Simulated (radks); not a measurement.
Results of a calculation; reference values are marked as such.
Problem. The magnesium ion Mg2+, [Ne]. Level of theory: non-relativistic Kohn-Sham, PBE, spin-polarised, spherical densities, point nucleus (a radial shooting solver on a logarithmic mesh with Libxc functionals). Every spin shell is full or empty, so the densities are truly spherical. Functionals are evaluated on that one density, not self-consistently. Rank these exchange functionals by their error against the exact value of the orbitals, and give that value: LDA, RPBE, PW86, OPTX, WC, EV93, APBE, revTPSS, MS2, Tao-Mo, MVS.

Solution. Exact: -15.6336 hartree. From best to worst, with 100 (|E| - |E exact|)/|E exact| (equal figures are ties): OPTX +0.04, MVS -0.05, Tao-Mo +0.09, RPBE +0.16, revTPSS -0.21, MS2 +0.28, PW86 +0.63, APBE +0.66, WC -1.73, EV93 +1.75, LDA -8.67.
